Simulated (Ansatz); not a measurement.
The same path of Cl₄HOSn (7 atoms, charge 0, multiplicity 2) was run twice with different band settings. Lost on the way: Sn1–Cl2, Sn1–O6. Made: Cl2–O6.

Computed with UKS PBE/def2-SVP (Ansatz).

Relaxed end points:

```xyz
7
Properties=species:S:1:pos:R:3
Sn -0.021 -0.007 0.840
Cl -0.553 1.626 2.668
Cl 2.206 -0.334 0.172
Cl -0.884 1.394 -0.860
Cl -1.469 -1.879 0.735
O 0.506 -0.573 2.889
H -0.297 -1.027 3.246
```

```xyz
7
Properties=species:S:1:pos:R:3
Sn 0.529 0.224 0.379
Cl -0.556 1.182 3.169
Cl 2.301 -0.634 -1.013
Cl -0.968 1.490 -1.005
Cl -0.737 -1.744 1.121
O -0.386 -0.360 3.889
H -0.695 -0.959 3.150
```

Common settings: spring 5.0 eV/Å²; optimiser quadratic models (default); start path through a guess of the saddle point; force threshold 0.05 eV/Å; iteration limit 60; end points relaxed.

| run | movable images | climbing image |
| --- | --- | --- |
| 1 | 5 | yes |
| 2 | 2 | no |

(1) What does each run give, and how far can it be trusted?

Results:

(1) Run 1: not converged after 60 iterations, highest image 1.326 eV above the first end. The band didn't meet its force threshold, so its energies are provisional: the largest band force was still 0.13 eV/Å, and over the last iterations the top stayed at 1.33 eV. Neighbouring images lie up to 1.6 Å apart, so the band is torn or far too coarse. Inner images lie below an end point, which means an intermediate or an end that isn't the lowest structure nearby.
Run 2: converged after 20 iterations, highest image 1.159 eV above the first end. The highest image is an end point: on this band no image between the ends rises above it. So few images can step over the top or miss a turn of the path.
